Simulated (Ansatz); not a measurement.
KPt₃, relaxed as a quartet with UKS r2SCAN-D4/def2-SVP in Ansatz, starting from the r2SCAN-D4/def2-SVP geometry of the neutral doublet. Force threshold 0.02 eV/Å.

In the def2 sets Pt takes a core potential; there is no spin–orbit coupling. The relaxation made no stability test and no search for a lower SCF solution. At r2SCAN-D4/def2-SVP a doublet of charge 0 lies 0.48 eV below the quartet, each at its own geometry. The structure comes from a short search, and lower isomers may exist.

Start:

```tsv
atom	x (Å)	y (Å)	z (Å)
K1	-1.437	1.273	0.875
Pt2	-0.588	-1.172	-0.957
Pt3	0.933	-0.826	1.039
Pt4	1.091	0.725	-0.957
```

```
step  energy (eV)  largest force component (eV/Å)  SCF passes
   1  -26069.4089                           0.176          95
   2  -26069.4168                           0.082          39
   3  -26069.4194                           0.012          41
   4  -26069.4195                           0.003          37
   5  -26069.4232                           0.094          52
   6  -26069.4268                           0.148          55
   7  -26069.4290                           0.025          46
   8  -26069.4295                           0.012          46
```

Force components are those of the run's own axes.

End:

```xyz
4

K    -1.4993    1.2567    0.8894
Pt   -0.6211   -1.1117   -0.9844
Pt    0.9936   -0.8005    1.0646
Pt    1.1269    0.6556   -0.9696
```

By distances, no bond broke or formed. The bond that changes most is K1–Pt4, from 3.17 to 3.27 Å (atoms count from 1).

The force fell under the threshold at step 3, but the optimiser went on and released 0.010 eV more. No frequencies were taken in this run, so the end may be a saddle point.

Hardware: 4 threads of Arm Neoverse V2 on a shared host. Wall time 66 s.
